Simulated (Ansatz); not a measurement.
Ansatz results at the PBE0-D4/def2-TZVP geometry: HOMO energy (PBE0/def2-TZVPP) -8.16 eV; HOMO–LUMO gap (B3LYP/def2-TZVPP) 6.13 eV; ideal-gas entropy at 298 K and 1 bar (rigid rotor, harmonic PBE0-D4/def2-TZVP) 438 J/(mol·K).

Problem. Which molecule gave them?
A. `F[B-](F)(F)[OH+][SiH3]`
B. `[NH3+][B-](Cl)(Cl)Cl`
C. `[CH3][Ga-]([CH3])([OH2+])[Cl]`
D. `CC#[N+][Al-]([Cl])([Cl])[Cl]`

Solution. D. The others give `[CH3][Ga-]([CH3])([OH2+])[Cl]`: -7.48, 6.74, 414; `[NH3+][B-](Cl)(Cl)Cl`: -8.03, 7.09, 331; `F[B-](F)(F)[OH+][SiH3]`: -10.18, 8.81, 369.

B3LYP here is the variant with VWN-RPA as its local correlation; programs differ in this.
